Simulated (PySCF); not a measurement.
# How exact exchange moves a shielding

Molecule: `FB(F)[SiH3]`, BF$_{2}$H$_{3}$Si.

Atoms are numbered as in `[F:1][B:2]([F:3])[SiH3:4]`. Hydrogens are named by the atom that carries them.

GIAO shieldings (ppm, equivalent atoms averaged) in PySCF 2.14 on the PBE0-D3(BJ)/def2-SVP geometry, basis pcSseg-2, gas phase, non-relativistic:

| functional | exact exchange (%) | σ(F1/F3) | σ(B2) |
| --- | --- | --- | --- |
| BLYP | 0 | 177.7 | 59.7 |
| BP86 | 0 | 175.8 | 62.5 |
| PBE | 0 | 172.7 | 61.6 |
| B3LYP | 20 | 195.9 | 64.1 |
| PBE0 | 25 | 196.6 | 67.1 |
| BHandHLYP | 50 | 220.3 | 70.7 |
| HF | 100 | 255.6 | 83.1 |

**Question.** Fit each shielding as a line in the percentage of exact exchange.

**Answer.** σ(F1/F3) = 176.7 + 0.81 x (rms 2.4 ppm); σ(B2) = 61.0 + 0.22 x (rms 1.1 ppm). The functionals also differ in their semilocal parts, which the line can't hold; Hartree–Fock has no correlation at all.

**Question.** What does the line predict for mPW1PW91 (25 %), and what does the run give?

**Answer.** σ(F1/F3): 196.9 predicted, 198.4 computed; σ(B2): 66.5 predicted, 67.1 computed ppm.
